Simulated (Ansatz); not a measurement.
Ansatz (a program for electronic structure) input:

Ansatz 0.2 input:
```yaml
crystal:
  periodic: [false, false, false]
  atoms:
    - {symbol: Zr, position_ang: [0.00770858, -0.24438836, -0.39852878]}
    - {symbol: O, position_ang: [-1.55515037, -1.25688567, -0.01870773]}
    - {symbol: Cl, position_ang: [-0.71254140, 1.91891387, -0.36648771]}
    - {symbol: Cl, position_ang: [1.42623904, -0.75240683, 1.31300612]}
basis:
  gaussian:
    orbitals: def2-TZVPP
hamiltonian:
  xc: pbe
total_charge: 1
magnetization: {spin_polarized: true, initial_magnetization: 1}
correlation: {method: rpa, electrons: outside_noble_gas}
```

Predict the final energy.

-1041.35560 Eh (RPA@PBE/def2-TZVPP). The basis has 171 functions.

The spin state was set by rule; other spins were not relaxed.
